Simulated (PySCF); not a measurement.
# Reading the logs of faulty runs: AlC2H7N

These are calculations, not measurements. They come from PySCF 2.14.0, an open-source quantum chemistry program, on an isolated molecule that a program drew, which may never have been made. The molecule is AlC2H7N (charge 0, doublet), drawn as the SMILES string `NC[CH2][AlH]`.

Each row is a Hartree-Fock (HF) and frozen-core CCSD(T) single point in the cc-pV(D+d)Z basis, meant for a local HF minimum. Run 1 is clean. Each other run has one planted mistake out of seven kinds, and not every kind appears here: one electron removed, one electron added, multiplicity raised by two, geometry at a saddle point, minimal basis STO-3G, one bond length entered in bohr, all coordinates scaled. The reference is restricted for singlets and unrestricted otherwise, and also for a bond in bohr. Adding or removing an electron swaps singlet and doublet. Electrons count all cores. HOMO and LUMO are orbital energies over both spins, the gradient is its largest component, and the lowest frequency (negative if imaginary) is given only where the gradient is small. Bond lengths are over the 10 bonds as drawn. T1 is the CCSD diagnostic: over 0.02 (restricted) or 0.045 (unrestricted) a single reference is doubtful.

Geometry of the clean run:
```xyz
11
AlC2H7N, angstrom
N    -0.1204   -1.2017   -0.4402
C    -0.0699   -1.2322    1.0122
C    -0.7361   -2.4440    1.6901
Al   -2.6826   -2.7129    1.3737
H     0.2376   -2.0595   -0.8265
H    -1.0668   -1.1042   -0.7679
H     0.9836   -1.1823    1.3031
H    -0.5239   -0.3062    1.3753
H    -0.5917   -2.3834    2.7796
H    -0.2105   -3.3652    1.3975
H    -3.4991   -1.6209    0.5382
```

| run | electrons | basis functions | <S^2> | HOMO (eV) | LUMO (eV) | gradient (hartree/bohr) | lowest frequency (cm^-1) | mean bond (Å) | longest bond (Å) | T1 | HF (hartree) | CCSD(T) (hartree) | mistake |
|---|---|---|---|---|---|---|---|---|---|---|---|---|---|
| 1 | 39 | 100 | 0.753 | -7.86 | 0.89 | 2.6e-05 | 104 | 1.2984 | 1.990 | 0.0112 | -376.13613 | -376.71228 | no fault |
| 2 | 39 | 100 | 1.578 | -7.84 | 0.95 | 2.1e-02 | - | 1.3879 | 1.990 | 0.0524 | -376.01239 | -376.57806 | one bond length entered in bohr |
| 3 | 39 | 100 | 3.766 | -4.10 | -1.69 | 5.2e-02 | - | 1.2984 | 1.990 | 0.0670 | -375.97519 | -376.52916 | multiplicity raised by two |
| 4 | 40 | 100 | 0.000 | -0.07 | 6.45 | 4.6e-02 | - | 1.2984 | 1.990 | 0.0119 | -376.11154 | -376.72051 | ? |
| 5 | 38 | 100 | 0.000 | -14.59 | -6.45 | 4.3e-02 | - | 1.2984 | 1.990 | 0.0149 | -375.87226 | -376.44689 | ? |

**Which mistake was planted in run 4, and what did it cost?**

It counts 40 electrons, one more than the clean run, at the same geometry and basis. So the mistake is: one electron added. Subtracting run 1 and multiplying by 627.51 kcal/mol a hartree, the energy moved by 15.4 kcal/mol in HF and -5.2 kcal/mol in CCSD(T).

**Which mistake was planted in run 5, and what did it cost?**

It counts 38 electrons, one fewer than the clean run, at the same geometry and basis. So the mistake is: one electron removed. Subtracting run 1 and multiplying by 627.51 kcal/mol a hartree, the energy moved by 165.6 kcal/mol in HF and 166.5 kcal/mol in CCSD(T).

Cautions from the logs. Run 2: T1 is over the limit, so its CCSD(T) energy is less reliable; run 3: T1 is over the limit, so its CCSD(T) energy is less reliable.
